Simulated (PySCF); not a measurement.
Constitutional and geometric isomers with formula C2H6N2. All species are isolated molecules in the gas phase. One relaxed conformer stands for each flexible species; it need not be the lowest. Strings in code marks are SMILES. All members: neutral, multiplicity 1. Level: PBE-D3(BJ)/def2-TZVP // B3LYP-D3(BJ)/def2-TZVP (PySCF). Delta-SCF ions had no search for a lower state.  The removal energy is E(N − 1 electrons) − E(N electrons) at the parent's geometry; ε(HOMO) is measured against the vacuum level.

| species | −ε(HOMO) (eV) | vertical ionisation energy (Delta-SCF) (eV) |
|---|---|---|
| `C=C(N)N` (N–C–N–H torsion -46°, N–C–N–H torsion -46°) | 4.53 | 7.76 |
| `C1NCN1` | 4.64 | 7.99 |
| `C/N=C/N` (N–C–N–H torsion 14°) | 5.43 | withheld |
| `C/N=C\N` (N–C–N–H torsion 165°) | 5.45 | 8.90 |
| `[H]/N=C\NC` (C–N–C–N torsion 6°) | 5.49 | 8.90 |
| `[H]/N=C(/C)N` (N–C–N–H torsion 16°) | 5.66 | 9.20 |

**Question.** Fit vertical ionisation energy (Delta-SCF) = a + b·x to the 5 complete rows by least squares, with x = −ε(HOMO) in eV. Give a, b and the rms residual, and predict the withheld value.

**Answer.** Means of the 5 rows: x̄ = 5.154, ȳ = 8.55 eV. Σ(x − x̄)² = 1.1101 and Σ(x − x̄)(y − ȳ) = 1.3309, so b = 1.199 and a = ȳ − b·x̄ = 2.370 eV. The rms residual is 0.044 eV. At x = 5.43 the line gives 8.88 eV. The run for `C/N=C/N` (N–C–N–H torsion 14°) gave 8.77 eV, so the line is off by 0.11 eV, more than twice the rms residual.

Codes: PySCF.
